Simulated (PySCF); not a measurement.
Isomers of C7H10N2 and their computed core-level spectra.

The calculation used delta-SCF UKS SCAN, pcX-2 on the ionised atom, pcseg-1 elsewhere, spin-free X2C (PySCF). Geometries: PBE0-D3(BJ)/def2-SVP; isolated species, one conformer each.

Line lists (1s up to Mg, 2p3/2 beyond; areas count atoms within a level, one atom standing for each set equivalent by bonding):
1. C 1s: 290.39 (area 1), 290.82 (area 1), 290.83 (area 1), 291.04 (area 1), 291.18 (area 1), 291.26 (area 1), 291.27 (area 1) eV; N 1s: 404.94 (area 1), 405.01 (area 1) eV
2. C 1s: 289.69 (area 1), 290.35 (area 1), 290.57 (area 2), 290.93 (area 1), 291.16 (area 1), 291.78 (area 1) eV; N 1s: 404.49 (area 1), 406.40 (area 1) eV
3. C 1s: 291.23 (area 1), 291.25 (area 1), 291.26 (area 1), 291.37 (area 1), 291.38 (area 1), 291.74 (area 1), 291.85 (area 1) eV; N 1s: 404.35 (area 1), 404.39 (area 1) eV

Structures:
A. `C/N=C\C(C#N)=C(C)C`
B. `c1cc(C)n(C2CC2)n1`
C. `CCc1nnccc1C`

Task: Match each list to its structure.

Result: 
- 1 = C: another candidate has the same counts of sites, so positions decide. C 1s: 290.39 methyl carbon, 290.82 aromatic CH carbon, 290.83 benzylic-type carbon, 291.04 substituted aromatic carbon, 291.18 aromatic CH next to a ring nitrogen, 291.26 substituted aromatic carbon, 291.27 benzylic-type carbon; N 1s: 404.94 pyridine-type nitrogen, 405.01 pyridine-type nitrogen.
- 2 = B: no other candidate has these counts of sites. C 1s: 289.69 aromatic CH carbon, 290.35 aromatic CH next to a ring nitrogen, 290.57 three-membered-ring carbon (×2), 290.93 substituted aromatic carbon, 291.16 benzylic-type carbon, 291.78 sp3 carbon bound to nitrogen; N 1s: 404.49 pyridine-type nitrogen, 406.40 pyrrole-type nitrogen.
- 3 = A: another candidate has the same counts of sites, so positions decide. C 1s: 291.23 fully substituted alkene carbon, 291.25 N-methyl carbon, 291.26 allylic carbon, 291.37 fully substituted alkene carbon, 291.38 allylic carbon, 291.74 imine carbon, 291.85 nitrile carbon; N 1s: 404.35 imine nitrogen, 404.39 nitrile nitrogen.

1 of these hole states is spin-contaminated (⟨S²⟩ 0.91, against 0.75; counted from 0.85) and less certain.
